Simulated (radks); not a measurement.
The numbers below are computed, except where a source is named.
Problem. These are the eigenvalues of the occupied orbitals of an atom or ion with whole-number occupations (eV). Level of theory: Dirac Kohn-Sham, BP86, spin-unpolarised, spherical densities, finite nucleus; Fermi nuclear charge, rms radius of each element as measured or else 0.836 A^(1/3) + 0.57 fm (a radial shooting solver on a logarithmic mesh with Libxc functionals).

| orbital | eigenvalue |
|---|---|
| 1s1/2 | -1357.463 |
| 2s1/2 | -160.0247 |
| 2p1/2 | -128.0622 |
| 2p3/2 | -127.7079 |

Which element is it, and in what charge state? The configuration may be excited. Open shells, if any, fill j = l - 1/2 first.

Solution. Z = 12, magnesium, charge +4: Mg4+ in [He] 2s1 2p5. The list shows which subshells hold electrons but not how many an open one holds; the 1s level, -49.886 hartree, gives Z - s = 10.0 by -(Z - s)^2/2, which with screening and relativity narrows Z to a few neighbours, and the depths of the outer levels then fix element, charge and occupations together.
